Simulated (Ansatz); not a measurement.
`C[O][Sn][Cl]` + H–F → `[F][Sn][Cl]` + CH₃OH at 400 K and 1 bar (ligand exchange at the Sn–O bond).

Isolated molecules relaxed with PBE0-D4/def2-TZVP in Ansatz; ΔE leaves out vibrations. CCSD(T)/CBS is the MP2 limit (def2-TZVPP, def2-QZVPP) plus CCSD(T) − MP2 in def2-TZVPP, frozen cores. This one scheme is used for every species. def2 core potentials past Kr. For Sn outer-core shells are correlated without core-valence functions, which leaves a few kJ/mol of doubt a bond. One conformer a species, not always the lowest.

```json
{"species": "`C[O][Sn][Cl]`", "CCSD(T)/CBS energy (Eh)": "-788.90874", "H − E (kJ/mol)": "138.3", "S (J/(mol·K))": "369.9"}
{"species": "H–F", "CCSD(T)/CBS energy (Eh)": "-100.39570", "H − E (kJ/mol)": "36.5", "S (J/(mol·K))": "182.2"}
{"species": "`[F][Sn][Cl]`", "CCSD(T)/CBS energy (Eh)": "-773.69640", "H − E (kJ/mol)": "25.0", "S (J/(mol·K))": "315.5"}
{"species": "CH₃OH", "CCSD(T)/CBS energy (Eh)": "-115.61712", "H − E (kJ/mol)": "151.2", "S (J/(mol·K))": "252.6"}
```

H − E and S are ideal-gas, rigid-rotor, harmonic terms from PBE0-D4/def2-TZVP, for one conformer and one mirror image of each species. 1 Eh = 2625.50 kJ/mol, R = 8.31446 J/(mol·K).

Q: By hand: ΔE, ΔH, ΔS and ΔG.

A: ΔE = (-773.69640) + (-115.61712) − (-788.90874) − (-100.39570) = -0.00908 Eh = -23.8 kJ/mol. Δ(H − E) = 25.0 + 151.2 − 138.3 − 36.5 = 1.4, so ΔH = -22.4 kJ/mol. ΔS = 315.5 + 252.6 − 369.9 − 182.2 = 16.0 J/(mol·K). ΔG = -22.4 − 400 × (16.0)/1000 = -28.8 kJ/mol.

Q: By hand: the equilibrium constant, and the temperature at which ΔG would vanish if ΔH and ΔS stayed fixed.

A: log₁₀ K = −ΔG/(RT ln 10) = 3.8. ΔH and −TΔS have one sign here, so there is no such temperature.

ΔH outweighs TΔS. A doubt of 5 kJ/mol in ΔE shifts log₁₀ K by 0.7 here. Other conformers and mirror images would add mixing entropy, several J/(mol·K) or more a flexible species. These are equilibria of isolated gas molecules and say nothing of rates. Largest T1 diagnostic: 0.017 (customary marks: 0.02 for closed shells, 0.045 for open ones).
